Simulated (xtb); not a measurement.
Job for xtb: GFN1-xTB on SbH, 2S+1 = 3, a spin state set in the input, which need not be the lowest, a point of a bond scan (R = 1.639 Å).

```
$ xtb mol.xyz --gfn 1 --sp --chrg 0 --uhf 2
2

H      0.00000000     0.00000000     0.00000000
Sb     0.00000000     0.00000000     1.63891800
```

The log:

```
[...]
           -------------------------------------------------
          |                Calculation Setup                |
           -------------------------------------------------



           -------------------------------------------------
          |                 G F N 1 - x T B                 |
           -------------------------------------------------

        Reference                      10.1021/acs.jctc.7b00118
      * Hamiltonian:
        H0-scaling (s, p, d)           1.850000    2.250000    2.000000
        zeta-weighting                 0.000000
      * Dispersion:
        s8                             2.400000
        a1                             0.630000
        a2                             5.000000
        s9                             0.000000
      * Repulsion:
        kExp                           1.500000
        rExp                           1.000000
      * Coulomb:
        alpha                          2.000000
        third order                    atomic
        anisotropic                    false
      * Halogen bond correction:
        rad-scale                      1.300000
        damping                        0.440000


          ...................................................
          :                      SETUP                      :
          :.................................................:
          :  # basis functions                  12          :
          :  # atomic orbitals                  11          :
          :  # shells                            5          :
          :  # electrons                         6          :
          :  # halogen bonds                     0          :
          :  max. iterations                   250          :
          :  Hamiltonian                  GFN1-xTB          :
          :  restarted?                      false          :
          :  GBSA solvation                  false          :
          :  PC potential                    false          :
          :  electronic temp.          300.0000000     K    :
          :  accuracy                    1.0000000          :
          :  -> integral cutoff          0.2500000E+02      :
          :  -> integral neglect         0.1000000E-07      :
          :  -> SCF convergence          0.1000000E-05 Eh   :
          :  -> wf. convergence          0.2000000E-04 e    :
          :  Broyden damping             0.4000000          :
          :  net charge                          0          :
          :  unpaired electrons                  2          :
          ...................................................

 iter      E             dE          RMSdq      gap      omega  full diag
   1     -2.9385518 -0.293855E+01  0.227E+00    3.77       0.0  T
   2     -2.9447732 -0.622143E-02  0.363E-01    3.88       1.0  T
   3     -2.9449189 -0.145641E-03  0.100E-01    3.91       1.0  T
   4     -2.9449188  0.932049E-08  0.319E-03    3.91      22.1  T
   5     -2.9449189 -0.124106E-07  0.147E-05    3.91    4802.0  T
   6     -2.9449189 -0.834888E-13  0.107E-05    3.91    6584.2  T

   *** convergence criteria satisfied after 6 iterations ***

         #    Occupation            Energy/Eh            Energy/eV
      -------------------------------------------------------------
         1        2.0000           -0.7914942             -21.5377
         2        2.0000           -0.4304450             -11.7130
         3        1.0000           -0.2979619              -8.1080
         4        1.0000           -0.2979619              -8.1080 (HOMO)
         5                         -0.1544196              -4.2020 (LUMO)
         6                         -0.1004295              -2.7328
         7                         -0.1004295              -2.7328
         8                         -0.1004295              -2.7328
         9                         -0.1004295              -2.7328
       ...                                ...                  ...
        11                          0.3592628               9.7760
      -------------------------------------------------------------
                  HL-Gap            0.1435423 Eh            3.9060 eV
             Fermi-level           -0.2951971 Eh           -8.0327 eV

 transition dipole moment (au) for excitation:           3           4
     X       Y       Z
  -0.0000  -0.0000  -0.0000  total (au/Debye):    0.000   0.000
 dE (eV)             :    0.000
 oscillator strength :  0.42453E-46

 SCC (total)                   0 d,  0 h,  0 min,  0.002 sec
 SCC setup                      ...        0 min,  0.000 sec (  5.523%)
 Dispersion                     ...        0 min,  0.000 sec (  1.683%)
 classical contributions        ...        0 min,  0.000 sec (  1.734%)
 integral evaluation            ...        0 min,  0.000 sec ( 17.351%)
 iterations                     ...        0 min,  0.001 sec ( 40.559%)
 molecular gradient             ...        0 min,  0.000 sec (  8.542%)
 printout                       ...        0 min,  0.001 sec ( 23.987%)

         :::::::::::::::::::::::::::::::::::::::::::::::::::::
         ::                     SUMMARY                     ::
         :::::::::::::::::::::::::::::::::::::::::::::::::::::
         :: total energy              -2.939146893579 Eh    ::
         :: gradient norm              0.034255495928 Eh/a0 ::
         :: HOMO-LUMO gap              3.905984302090 eV    ::
         ::.................................................::
         :: SCC energy                -2.944918856568 Eh    ::
         :: -> electrostatic           0.002017305304 Eh    ::
         :: repulsion energy           0.005945594091 Eh    ::
         :: dispersion energy         -0.000173631102 Eh    ::
         :: halogen bond corr.         0.000000000000 Eh    ::
         :: add. restraining           0.000000000000 Eh    ::
         :: total charge              -0.000000000000 e     ::
         :::::::::::::::::::::::::::::::::::::::::::::::::::::

           -------------------------------------------------
          |                Property Printout                |
           -------------------------------------------------

    * Orbital Energies and Occupations

         #    Occupation            Energy/Eh            Energy/eV
      -------------------------------------------------------------
         1        2.0000           -0.7914942             -21.5377
         2        2.0000           -0.4304450             -11.7130
         3        1.0000           -0.2979619              -8.1080
         4        1.0000           -0.2979619              -8.1080 (HOMO)
         5                         -0.1544196              -4.2020 (LUMO)
         6                         -0.1004295              -2.7328
         7                         -0.1004295              -2.7328
         8                         -0.1004295              -2.7328
         9                         -0.1004295              -2.7328
        10                         -0.0469288              -1.2770
        11                          0.3592628               9.7760
      -------------------------------------------------------------
                  HL-Gap            0.1435423 Eh            3.9060 eV
             Fermi-level           -0.2951971 Eh           -8.0327 eV

  Mulliken/CM5 charges         n(s)   n(p)   n(d)
     1H    -0.09488 -0.04208   1.095  0.000  0.000
     2Sb    0.09488  0.04208   1.966  2.910  0.029

Wiberg/Mayer (AO) data.
largest (>0.10) Wiberg bond orders for each atom

 ---------------------------------------------------------------------------
     #   Z sym  total        # sym  WBO       # sym  WBO       # sym  WBO
 ---------------------------------------------------------------------------
     1   1 H    0.997 --     2 Sb   0.997
Note: The following floating-point exceptions are signalling: IEEE_DENORMAL
normal termination of xtb
     2  51 Sb   0.997 --     1 H    0.997
 ---------------------------------------------------------------------------

Topologies differ in total number of bonds
Writing topology from bond orders to xtbtopo.mol

 dipole moment from electron density (au)
     X       Y       Z
   0.0000  -0.0000   0.5353  total (Debye):    1.361


           -------------------------------------------------
          | TOTAL ENERGY               -2.939146893579 Eh   |
          | GRADIENT NORM               0.034255495928 Eh/α |
          | HOMO-LUMO GAP               3.905984302090 eV   |
           -------------------------------------------------

------------------------------------------------------------------------
------------------------------------------------------------------------
 total:
 SCF:
```

The run finished.

Cost: around 0.05 core-seconds (rough).
